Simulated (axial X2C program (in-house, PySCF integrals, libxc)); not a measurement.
# Curves of InBr⁺ by EOM-IP-CCSD

Calculated with an axial X2C code built on PySCF integrals: two-component X2C with atomic mean-field Coulomb and Gaunt terms, Gaussian nuclei, basis In dyall-cv3z, Br dyall-cv3z with contracted cores.

Energies in eV from the lowest point of the lowest state; states are followed by energy order within each Ω. Reference: InBr, 20 electrons correlated in 94 virtual spinors with an MP2 remainder; levels at this size can be off by some tenths of an eV. Masses 114.904 and 78.918 u.

```
R (Å)  (1)Ω=1/2  (1)Ω=3/2  (2)Ω=1/2  (3)Ω=1/2
2.363    0.0495    1.4634    1.7709    4.2861
2.465    0.0000    0.9809    1.2944    3.9180
2.568    0.0300    0.6458    0.9705    3.7147
2.684    0.0856    0.3830    0.7306    3.6360
2.799    0.1267    0.2124    0.5987    3.6949
2.953    0.1402    0.0836    0.5392    3.9335
```

No minimum in range: (1)Ω=3/2, (2)Ω=1/2; the order of states may turn beyond it. T1 of the reference reaches 0.013 (Lee–Taylor). Curves followed by order can swap character. Number of frozen shells: In 4 s, 3 p, 1 d; Br 3 s, 2 p, 1 d. Roots with under 60 % one-particle weight at any point are counted in the labels but not shown, and the list ends where the roots sought for some Ω run out; states that need a further excitation are missing and may lie low or lowest. Curves with a minimum but no constants failed the fit check.
